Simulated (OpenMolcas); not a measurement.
## N: effect of the IPEA shift

```json
{
  "Program": "OpenMolcas 26.06",
  "Basis": "ANO-RCC-VTZP [4s3p2d1f]",
  "Scalar Hamiltonian": "DKH2, point nucleus",
  "Active space": "3 electrons in 3 orbitals (2p)",
  "State averaging": "2S+1 = 4 odd, 1 root; 2S+1 = 2 odd, 8 roots",
  "Spin-orbit coupling": "RASSI with atomic mean-field integrals over the reference wave functions, term energies averaged over their components"
}
```

Methods on the same reference wave functions:
A. CASSCF
B. SS-CASPT2, IPEA 0 Eh, imaginary shift 0.1 Eh (closed shells correlated: 1s 2s)
C. SS-CASPT2, IPEA 0.25 Eh, imaginary shift 0.1 Eh (closed shells correlated: 1s 2s)

Energies in cm⁻¹ above 2s² 2p³ ⁴S°_3/2, the measured ground level; measured values from NIST Handbook of Basic Atomic Spectroscopic Data.

```json
{"Level": "2s² 2p³ ⁴S°_3/2", "A": "0.0", "B": "0.0", "C": "0.0", "Measured": "0.0"}
{"Level": "2s² 2p³ ²D°_3/2", "A": "23021", "B": "19910", "C": "19680", "Measured": "19233"}
{"Level": "2s² 2p³ ²D°_5/2", "A": "23021", "B": "19910", "C": "19680", "Measured": "19224"}
{"Level": "2s² 2p³ ²P°_1/2", "A": "38021", "B": "31330", "C": "31260", "Measured": "28839"}
{"Level": "2s² 2p³ ²P°_3/2", "A": "38021", "B": "31330", "C": "31260", "Measured": "28839"}
```

Deviations, from unrounded energies. A percentage is the sum of absolute deviations over the sum of measured energies, with the sign that they share, or ± where signs differ.

```json
{"Against measurement": "mean absolute deviation (cm-1)", "Levels": "4", "A": "6500", "B": "1600", "C": "1400"}
{"Against measurement": "other terms of the ground configuration (%)", "Levels": "4", "A": "+27.0", "B": "+6.6", "C": "+6.0"}
```

C lies closest to measurement on these levels and A furthest from it. The largest miss of C in the table is 2s² 2p³ ²P°_3/2, by +2400 cm-1. The ranking rests on the paired levels alone, and a cruder setting can come out closer through cancelling errors.

Between B and C the level of the table that moves most is 2s² 2p³ ²D°_5/2, by 230 cm-1 (lowest in C, highest in B). Moves below CASPT2's spread within the term are not significant.

The mean deviations of B to C differ by less than CASPT2's widest spread within a term (240 cm-1), so their order carries little weight.

From A to B the spin-free energies of the other terms of 2s² 2p³ shown, above ⁴S°, scale by factors of 0.82 to 0.86.

The lowest spin-free term lies below A's lowest term by 0.120 hartree in B, 0.112 hartree in C.

CASPT2 breaks the degeneracy within a term, and the mean is taken; among the terms shown or strongly mixed into the levels shown the widest spread is 240 cm-1 (2s² 2p³ ²D°, C). With the s shell closed, the reference lacks s² → p² mixing. Without dynamic correlation excited terms often stand tens of per cent too high (terms of higher spin than the ground term too low), and those without a measured partner can miss by more than the paired ones (holds for A). Computed and measured levels are paired by configuration, term and J; levels that our copy of the source lacks, or whose pairing is in doubt (as where it misses far off the trend of its configuration), stay unpaired and out of the deviations. Only configurations of the active space appear.

° marks odd parity.
